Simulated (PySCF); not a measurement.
All of these have the formula C7H13F. The calculation used TDDFT wB97X-D/def2-SVPD, vertical, gas phase, core orbitals frozen in the response (PySCF 2.14.0, density-fitted response routines). Geometries: PBE0-D3(BJ)/def2-SVP; one conformer of each isolated species. Triplets are in the Tamm–Dancoff approximation.

A. `CCC/C(C)=C\CF`
B. `FCCC(C)=C(C)C`
C. `CC(C)(C)[C@@H]1C[C@H]1F`
D. `C[C@@H]1[C@H](C)CC[C@H]1F`

Lowest singlet levels (six at most, fewer where fewer were computed) with oscillator strengths:

1. 141 nm (f 0.005); 139 nm (f 0.003); 136 nm (f 0.036); 134 nm (f 0.032); 133 nm (f 0.003); 133 nm (f 0.023); T1 8.68 eV
2. 179 nm (f 0.460); 171 nm (f 0.005); 158 nm (f 0.002); 158 nm (f 0.012); 153 nm (f 0.020); 152 nm (f 0.012); T1 4.31 eV
3. 153 nm (f 0.000); 149 nm (f 0.008); 147 nm (f 0.003); 145 nm (f 0.014); 140 nm (f 0.024); 137 nm (f 0.036); T1 7.88 eV
4. 193 nm (f 0.088); 183 nm (f 0.353); 167 nm (f 0.005); 161 nm (f 0.003); 160 nm (f 0.001); 155 nm (f 0.037); T1 4.08 eV

Question: Which spectrum belongs to which structure?

Answer: 1 = D, 2 = A, 3 = C, 4 = B.
- A: S1 at 6.92 eV, HOMO→LUMO (93%); Löwdin shares by element: HOMO carbon 76% or more (atoms not listed hold the other 24%); LUMO carbon 66% or more (atoms not listed hold the other 34%); HOMO -8.95 and LUMO 1.89 eV.
- B: S1 at 6.42 eV, HOMO→LUMO (90%); Löwdin shares by element: HOMO carbon 72% or more (atoms not listed hold the other 28%); LUMO carbon 46% or more (atoms not listed hold the other 54%); HOMO -8.37 and LUMO 2.08 eV.
- C: S1 at 8.12 eV, HOMO→LUMO+1 (68%), HOMO→LUMO (12%), HOMO→LUMO+4 (11%); Löwdin shares by element: HOMO carbon 57% or more, fluorine 18% (atoms not listed hold the other 24%); LUMO carbon 34% or more, hydrogen 6% or more (atoms not listed hold the other 59%); HOMO -9.83 and LUMO 2.26 eV.
- D: S1 at 8.81 eV, HOMO→LUMO (68%), HOMO-1→LUMO (15%); Löwdin shares by element: HOMO carbon 48% or more, fluorine 8% (atoms not listed hold the other 44%); LUMO carbon 32% or more, hydrogen 6% or more (atoms not listed hold the other 62%); HOMO -10.51 and LUMO 2.28 eV.

Without π bonds the low states are Rydberg-like; a valence basis with one diffuse set may place them up to an eV too high.
